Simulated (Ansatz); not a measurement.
Cost and result up the ladder for the cluster Cs4Cl4 (8 atoms). Total charge 0; singlet. Geometry: PBE0-D4/def2-SVP.

```tsv
atom	x (Å)	y (Å)	z (Å)
Cs1	-1.307	-2.143	-0.254
Cs2	-2.050	3.981	-2.026
Cs3	0.394	1.988	1.446
Cs4	2.900	-3.837	0.910
Cl5	-2.025	1.053	-0.692
Cl6	1.267	-1.188	1.699
Cl7	0.256	4.816	-0.107
Cl8	0.565	-4.669	-0.975
```

Ansatz on 4 threads of Arm Neoverse N1 on a shared host. Times are rough, and most runs start from the orbitals of an earlier one. PBE0-D4/def2-TZVP serves as the yardstick here, not as an exact answer. Differences are given only for rows in sets of like size (and for xTB, whose basis is part of the method), since another set adds its own error. Binding counts from free atoms at the same level (Cs doublet, Cl doublet; other spins of the atoms weren't run), without zero-point energy or a counterpoise term.

In the def2 sets Cs takes a core potential; there is no spin–orbit coupling. LC-ωPBE has ω = 0.4 bohr⁻¹. Correlated methods freeze 20 core orbitals; core or outer-core shells of Cs are correlated, in sets that lack core-valence functions. The rows differ in basis, and correlated rows in double-zeta sets carry the largest basis error. Another isomer (singlet) lies 0.82 eV lower at PBE0-D4/def2-TZVP; other spin states weren't run for this one.

Correlated methods converge slowly with the basis, most of all in double-zeta sets.

| level | functions | wall time | binding energy per atom (eV) | difference from PBE0-D4/def2-TZVP (eV) |
| --- | --- | --- | --- | --- |
| PBE-D4/def2-TZVP (with forces) | 264 | 14 s | 2.72 | 0.00 |
| LC-ωPBE/def2-TZVP | 264 | 15 s | 2.76 | 0.04 |
| PBE0-D4/def2-TZVP | 264 | 19 s | 2.72 | 0.00 |
| r2SCAN-D4/def2-TZVP | 264 | 26 s | 2.79 | 0.07 |
| B97M-V/def2-TZVP | 264 | 53 s | 2.75 | 0.03 |
| CCSD(T)/def2-SVP | 168 | 3.1 min | 2.52 | – |
